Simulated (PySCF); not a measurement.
## Basis and Hamiltonian dependence of the excitation energy of Au+

Au+ [Xe] 4f14 5d10 (1S) → Au+ [Xe] 4f14 5d9 6p1 (high-spin determinant). Calculated with PySCF 2.14 from differences of total energies of unrestricted determinants, without spin-orbit coupling. Values in eV.

```
                                                                               basis    Hamiltonian  functions     UHF  r2SCAN    PBE0  MP2 (valence)  CCSD(T) (valence)  CCSD(T) (valence and next inner shell)
                                                        aug-cc-pVDZ-PP with ECP60MDF            ECP         54   8.283   8.849   8.978          9.341              9.047                                     n/a
                             def2-TZVPPD with the def2 core potential (60 electrons)            ECP         59   8.340   8.928   9.054          9.491              9.199                                   9.056
                                                               Sapporo-DKH3-DZP-2012  spin-free X2C         65  11.312  11.142  11.400         12.051                n/a                                     n/a
                                                      aug-cc-pwCVDZ-PP with ECP60MDF            ECP         70   8.269   8.834   8.964          9.372              9.063                                   8.855
                             def2-QZVPPD with the def2 core potential (60 electrons)            ECP         88   8.369   8.978   9.106          9.571              9.268                                     n/a
                                                        aug-cc-pVTZ-PP with ECP60MDF            ECP         88   8.234   8.804   8.941          9.398              9.090                                     n/a
                                                                        x2c-TZVPPall  spin-free X2C         97   8.242   8.794   8.938          9.361              9.076                                   8.997
                   x2c-TZVPPall with one added diffuse shell each of s, p, d, f type  spin-free X2C        113   8.234   8.784   8.929          9.351              9.058                                   8.977
aug-cc-pVTZ-PP with one added diffuse shell each of s, p, d, f, g type with ECP60MDF            ECP        113   8.233   8.799   8.939          9.395                n/a                                     n/a
                                                      aug-cc-pwCVTZ-PP with ECP60MDF            ECP        122   8.227   8.797   8.936          9.406                n/a                                     n/a
```

**Question.** Estimate the row for ANO-RCC-VTZP (spin-free X2C, 84 functions).

**Answer.** From the rows with the same Hamiltonian and similar size; the calculation gives UHF 8.25; r2SCAN 8.77; PBE0 8.92; MP2 (valence) 9.36; CCSD(T) (valence) 9.06; CCSD(T) (valence and next inner shell) 8.98 (eV).

Frozen in the all-electron rows: valence: [Xe] 4f14; valence and next inner shell: [Kr] 4d10 4f14; with a core potential, the same shells as far as they lie outside it.

At UHF, Sapporo-DKH3-DZP-2012 lies more than 0.3 eV from the median of the rows with comparable relativity. Of these, Sapporo-DKH3-DZP-2012 has no diffuse functions of the l that the added or promoted electron needs.

One determinant mixes LS terms of the configuration, so the numbers do not refer to single terms.
